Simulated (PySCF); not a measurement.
Sn(OH)3 (H3O3Sn), SMILES [OH][Sn+]([OH])[OH], charge +1.

Geometry optimised at PBE0-D3(BJ)/def2-SVP. The multiplicity is an assumed one; other spin states were not compared. The isomer is the one that the SMILES or the coordinates give; other isomers of the formula were not compared. The def2 effective core potentials stand for the cores of Sn; spin–orbit coupling is left out. The values are those of a single conformer.

Method: PBE/def2-TZVP run with PySCF.

Isolated molecule, no solvent.

Problem. Estimate the frontier levels, gap, dipole moment and polarisability. (The exact figures need the calculation; the answer reports its results.)

Solution. 
The highest occupied level comes out as -13.63 eV, the lowest empty level comes out as -10.02 eV and the orbital gap is 3.61 eV. The dipole moment about the centre of nuclear charge is 2.86 D. The mean static polarisability is 42.9 bohr³ (6.36 Å³). The polarisability, principal values is 28.1, 48.7, 51.9 bohr³.
